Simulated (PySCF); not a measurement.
## `CC#C[Si@@](N)(P)[SiH2]P`: 4 charge schemes on one density

Species: C₃H₁₁NP₂Si₂.
Cartesian coordinates in Å at the GFN2-xTB level; atoms count from 1:
```xyz
19
C3H11NP2Si2 angstrom
C      3.1890   -1.6951    0.3296
C      2.0316   -0.8306    0.3544
C      1.0593   -0.1150    0.3766
Si    -0.4120    1.0315    0.3778
N     -1.1257    1.2583    1.9311
P      0.2852    3.1091   -0.1735
Si    -2.0777    0.1615   -0.9968
P     -3.0764   -1.4535    0.1954
H      3.0866   -2.4331   -0.4657
H      4.0892   -1.1069    0.1528
H      3.2876   -2.2144    1.2825
H     -0.6942    1.8401    2.6308
H     -1.6376    0.5030    2.3578
H      0.6381    2.7500   -1.4601
H      1.5725    2.9126    0.2869
H     -1.5647   -0.3789   -2.2671
H     -3.1643    1.0724   -1.3755
H     -3.5506   -2.1574   -0.8920
H     -1.9457   -2.2446    0.2888
```

Density: PBE0/pcSseg-1 (PySCF); schemes: Mulliken, IAO, Hirshfeld and ESP-fitted. Isolated species at its GFN2-xTB geometry (one conformer only). GFN2-xTB frequencies show an imaginary mode (42i cm⁻¹), so this geometry is no minimum at that level.

Q: Atoms with like bonding are taken together and averaged. At which atom do the 4 schemes differ most?

A: At N5: from -1.147 (ESP-fitted) to -0.317 e (Hirshfeld), 0.830 e apart.

Q: Which atoms carry the lowest charge in the Mulliken, IAO, Hirshfeld and ESP-fitted schemes?

A: All schemes agree: Mulliken N5 (-0.619); IAO N5 (-0.832); Hirshfeld N5 (-0.317); ESP-fitted N5 (-1.147).

Q: Do the Mulliken, IAO, Hirshfeld and ESP-fitted schemes agree on where the charge is highest?

A: All schemes agree: Mulliken Si4 (+0.525); IAO Si4 (+0.752); Hirshfeld Si4 (+0.284); ESP-fitted Si4 (+0.820).

Q: What partial charge does each atom carry?

A: In e; atoms taken as equivalent share a row and are averaged (×n: the atom named and its like, n in all):

```csv
atom,environment,Mulliken,IAO,Hirshfeld,ESP-fitted
C1,propargylic carbon,-0.159,-0.440,-0.094,-0.546
C2,alkyne carbon,-0.211,-0.001,-0.029,+0.295
C3,alkyne carbon,-0.339,-0.405,-0.200,-0.642
Si4,four-coordinate silicon,+0.525,+0.752,+0.284,+0.820
N5,silicon-bound nitrogen,-0.619,-0.832,-0.317,-1.147
P6,three-coordinate phosphorus,-0.194,-0.102,-0.026,-0.407
Si7,SiH2 silicon,+0.178,+0.263,+0.182,+0.180
P8,three-coordinate phosphorus,-0.239,-0.104,-0.023,-0.387
H9/H10/H11,methyl hydrogen,+0.153,+0.175,+0.064,+0.184
H12/H13,N–H hydrogen,+0.204,+0.265,+0.114,+0.443
H14/H15,P–H hydrogen,+0.059,+0.001,-0.011,+0.123
H16,Si–H hydrogen,-0.036,-0.101,-0.081,-0.101
H17,Si–H hydrogen,-0.022,-0.089,-0.074,-0.021
H18/H19,P–H hydrogen,+0.065,+0.001,-0.009,+0.137
```

Mean size of the charges over all atoms: ESP-fitted 0.342 e, IAO 0.219 e, Mulliken 0.191 e, Hirshfeld 0.093 e. Each set sums to the total charge, 0, to within 0.001 e. The IAO scheme counts the electrons in orthogonalised intrinsic atomic orbitals, a minimal basis polarised so that it spans the occupied orbitals exactly.

Some averages cover members that differ in this geometry: H14/H15, ESP-fitted +0.096 to +0.150; H12/H13, ESP-fitted +0.416 to +0.469 e.

Q: Sum the charges by element, for elements with more than one atom.

A: 
```csv
element,atoms,Mulliken,IAO,Hirshfeld,ESP-fitted
C,3,-0.709,-0.846,-0.323,-0.893
Si,2,+0.704,+1.015,+0.466,+0.999
P,2,-0.433,-0.206,-0.049,-0.794
H,11,+1.057,+0.869,+0.223,+1.836
```

Q: How closely do the schemes follow one another over all atoms?

A: Correlation coefficient and root-mean-square difference: IAO with Hirshfeld 0.97, 0.199 e; IAO with ESP-fitted 0.94, 0.174 e; Mulliken with IAO 0.94, 0.124 e; Mulliken with Hirshfeld 0.92, 0.135 e; Mulliken with ESP-fitted 0.92, 0.238 e; Hirshfeld with ESP-fitted 0.89, 0.333 e.

Q: How many electrons does the Mulliken scheme count on C2?

A: Z − q = 6 − (-0.211) = 6.211.
